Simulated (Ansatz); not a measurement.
Basis-set series for Cl2FH3OSi2 (`O[SiH](F)[SiH](Cl)Cl`). Charge 0, multiplicity 1. Geometry: relaxed with PBE0-D4/def2-TZVP. It is one conformer, not always the lowest.

```tsv
functional	basis	functions	energy (Eh)	HOMO (eV)	LUMO (eV)
PBE0-D4	def2-TZVPP	272	-1675.89780	-8.27	-0.98
PBE0-D4	def2-QZVPP	484	-1675.95491	-8.31	-1.10
ωB97M-V	def2-TZVPP	272	-1676.48200	-10.32	0.84
ωB97M-V	def2-QZVPP	484	-1676.53591	-10.36	0.61
```

Question: Give the rows for def2-SVP. (An estimate is asked.)

Answer: The calculation gave: 
```json
{"functional": "PBE0-D4", "basis": "def2-SVP", "functions": "115", "energy (Eh)": "-1675.13808", "HOMO (eV)": "-8.16", "LUMO (eV)": "-0.66"}
{"functional": "ωB97M-V", "basis": "def2-SVP", "functions": "115", "energy (Eh)": "-1675.72172", "HOMO (eV)": "-10.16", "LUMO (eV)": "1.29"}
```

Positive LUMOs are unbound and depend on the basis.

Results of the Gaussian-basis code of Ansatz.
